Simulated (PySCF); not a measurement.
Level of theory: B3LYP-D3(BJ)/def2-TZVP // TPSS-D3(BJ)/def2-SVP (PySCF). Gas-phase values, no solvent. One relaxed conformer stands for a flexible species; it need not be the lowest. B3LYP has the VWN-RPA correlation part, as in Gaussian. 

Reference species: [Zr(Cl)4] (neutral, multiplicity 1).

```
Quantity                                                        Value
------------------------------------------------------------  -------
charge on the central atom (Mulliken)                          1.32 e
coordination number                                                 4
mean distance from the central atom to its bonded neighbours  2.337 Å
```

Changed species: [Zr(Cl)2(NH2)2] (2 of 4 Cl replaced by NH2; the reference has 0 of 4 Cl replaced by NH2).

Q: What does the change do to the charge on the central atom (Mulliken), coordination number and mean distance from the central atom to its bonded neighbours?

A: the charge on the central atom (Mulliken) goes up by 0.18 e, to 1.50 e; the coordination number is nearly the same; the mean distance from the central atom to its bonded neighbours falls by 0.132 Å, to 2.205 Å.
